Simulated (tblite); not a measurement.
Compound: C4H16N2OSi2.
SMILES with atom numbers: `[CH3:1][CH2:2][O:3][Si@:4]([CH3:5])([NH:6][CH3:7])[SiH2:8][NH2:9]` (hydrogens: H10, H11, H12 on C1; H13, H14 on C2; H15, H16, H17 on C5; H18 on N6; H19, H20, H21 on C7; H22, H23 on Si8; H24, H25 on N9)

Computed geometry: GFN2-xTB, gas phase.

Problem. Give the optimised bond lengths and angles.

Solution. 
| bond | length (pm) |
| --- | --- |
| C1–C2 | 152.3 |
| C2–O3 | 139.6 |
| O3–Si4 | 163.1 |
| Si4–C5 | 191.5 |
| Si4–N6 | 173.4 |
| N6–C7 | 144.2 |
| Si4–Si8 | 230.3 |
| Si8–N9 | 173.4 |
| C1–H10, C1–H11, C1–H12 | 108.7 |
| C2–H13 | 109.6 |
| C2–H14 | 109.7 |
| C5–H15, C5–H16, C5–H17 | 108.6 |
| N6–H18 | 101.0 |
| C7–H19, C7–H20 | 109.0 |
| C7–H21 | 109.7 |
| Si8–H22 | 147.2 |
| Si8–H23 | 148.2 |
| N9–H24, N9–H25 | 100.8 |

Bonds in one row agree within 1 pm and their mean is given. A selection of angles:
| angle | degrees |
| --- | --- |
| C1–C2–O3 | 111.5 |
| C2–O3–Si4 | 129.8 |
| O3–Si4–C5 | 103.0 |
| O3–Si4–N6 | 104.2 |
| O3–Si4–Si8 | 116.0 |
| C5–Si4–N6 | 112.9 |
| C5–Si4–Si8 | 115.2 |
| N6–Si4–Si8 | 105.3 |
| Si4–N6–C7 | 122.9 |
| Si4–Si8–N9 | 107.9 |
| H18–N6–Si4 | 116.3 |
| H18–N6–C7 | 111.3 |
| H24–N9–Si8 | 118.5 |
| H25–N9–Si8 | 118.1 |

Dihedral angles: C1–C2–O3–Si4 85° (synclinal); C2–O3–Si4–C5 -139° (anticlinal); O3–Si4–N6–C7 168° (antiperiplanar); O3–Si4–Si8–N9 -64° (synclinal).

Si8 (SiH2 silicon) is distorted tetrahedral (angles from 101.7° to 116.4°). N9 (silicon-bound nitrogen) is pyramidal (angles 118.5°, 118.1° and 109.0°, sum 345.6°, 0.26 Å off the plane of its three neighbours). Si4 (oxygen-bound silicon) is distorted tetrahedral (angles from 103.0° to 116.0°). N6 (silicon-bound nitrogen) has angles 122.9°, 116.3° and 111.3°, sum 350.5°, 0.24 Å off the plane of its three neighbours. Of the pairs four or more bonds apart, N9···H11 is among the closest relative to their van der Waals radii: 2.51 Å, 91 % of the sum of Bondi's values.

Point group: C1 (no symmetry element, even within 0.4 Å). GFN2-xTB frequencies show an imaginary mode (36i cm⁻¹), so the point is no minimum at that level. Torsions: C1–C2–O3–Si4 85°, C2–O3–Si4–C5 -139°, O3–Si4–N6–C7 168°, O3–Si4–Si8–N9 -64°, Si4–Si8–N9–H -49° and 176°. 3 starts were optimised and ended at 0.00, 0.77 and 0.99 kcal/mol (GFN2-xTB); the lowest of these is shown.

On one thread, Arm Neoverse V1 (aarch64), shared host with 32 logical CPUs at a one-minute load of 20, this took 2.6 s wall. This is the geometry optimisation.
